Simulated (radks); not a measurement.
The numbers below are computed, except where a source is named.
All-electron atom: Ni IV in [Ar] 3d7.

Code: a radial shooting solver on a logarithmic mesh with Libxc functionals. Model: non-relativistic Kohn-Sham, LDA (Slater exchange, Perdew-Wang correlation), spin-unpolarised, spherical densities, point nucleus.

Energy parts (eV):
| part | energy |
|---|---|
| total | -40903.784 |
| kinetic | 40859.744 |
| electron-nucleus | -96716.395 |
| Hartree | 16561.581 |
| exchange-correlation | -1608.714 |

Orbitals (lengths in bohr, moments of r in powers of bohr; r(90%) holds 90 % of the orbital's charge):
| orbital | occ. | eigenvalue (eV) | <r> | r(90%) | <r^4> |
|---|---|---|---|---|---|
| 1s | 2 | -8145.836 | 0.05492 | 0.0978 | 0.00004162 |
| 2s | 2 | -1001.342 | 0.2488 | 0.385 | 0.009234 |
| 2p | 6 | -880.3971 | 0.2169 | 0.355 | 0.006713 |
| 3s | 2 | -146.9736 | 0.7463 | 1.12 | 0.6666 |
| 3p | 6 | -109.8772 | 0.7739 | 1.19 | 0.8623 |
| 3d | 7 | -47.6874 | 0.8916 | 1.51 | 2.337 |

The highest occupied level is 3d at -47.687 eV. The electron density at the nucleus is 1.488e+04 e/bohr^3. Virial ratio -V/T = 2.00108. The density falls to 0.001 e/bohr^3 at r = 2.67 bohr.
